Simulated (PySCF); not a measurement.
C₂H₅NOSi, SMILES N#CC[SiH2]O. Coordinates come from a B3LYP-D3(BJ)/def2-SVP optimisation. This is a generated structure with no PubChem entry under its InChIKey; it may be hypothetical. Other conformers were not sampled.

Computed equilibrium geometry at B3LYP-D3(BJ)/def2-SVP (PySCF confirms it by a frequency run) as a Z-matrix, and its point group (one conformer of several):
point group Cs.
```
Si
O 1 1.6667
H 2 0.9639 1 118.76
H 1 1.4898 2 112.46 3 -62.10
H 1 1.4898 4 109.53 2 -125.81
C 1 1.8991 4 109.39 5 -119.88
H 6 1.1028 1 108.68 4 -178.21
H 6 1.1028 7 107.23 1 -117.30
C 6 1.4533 7 110.06 8 -119.71
N 9 1.1596 7 151.79 6 175.20
```
